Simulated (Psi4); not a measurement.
ammonia borane (H$_{6}$BN), singlet, at a GFN2-xTB geometry. Base run: SVWN/def2-SV(P) (Psi4).

The Psi4 input:
```
memory 2 GB

molecule {
0 1
  B    -0.91491923    0.11210003   -0.01661920
  N     0.73087909   -0.08955061    0.01327617
  H    -1.31399349   -0.64168266   -0.84737361
  H    -1.09154966    1.25500958   -0.29974635
  H    -1.29004994   -0.16052617    1.07999077
  H     0.93390981   -1.05286399    0.25124010
  H     1.12008257    0.53455889    0.70957279
  H     1.10004319    0.13185843   -0.90352092
}

set basis def2-sv(p)

energy('svwn')
print_variables()
```

Variants of this job, named by their change:

| change | E (Eh) | dipole (D) | core-seconds (rough) |
|---|---|---|---|
| base | -82.67259 | 5.65 | 3 |
| functional = scan | -83.07752 | 5.64 | 6 |
| functional = wb97x-v | -83.09839 | 5.61 | 100 |
| functional = m06 | -83.06431 | 5.53 | 7 |
| functional = wb97x | -83.10208 | 5.62 | 5 |
| functional = pbe | -82.99612 | 5.59 | 5 |
| functional = bhhlyp | -83.07181 | 5.60 | 3 |
| functional = pw6b95 | -83.22711 | 5.58 | 7 |
| functional = m06-l | -83.11661 | 5.57 | 6 |
| functional = x3lyp | -83.08332 | 5.58 | 5 |
| functional = m11 | -83.06791 | 5.65 | 6 |
| functional = bp86 | -83.12188 | 5.60 | 5 |
| functional = b3lyp5 | -83.06862 | 5.58 | 5 |

Absolute energies of different levels of theory aren't comparable as measures of quality.
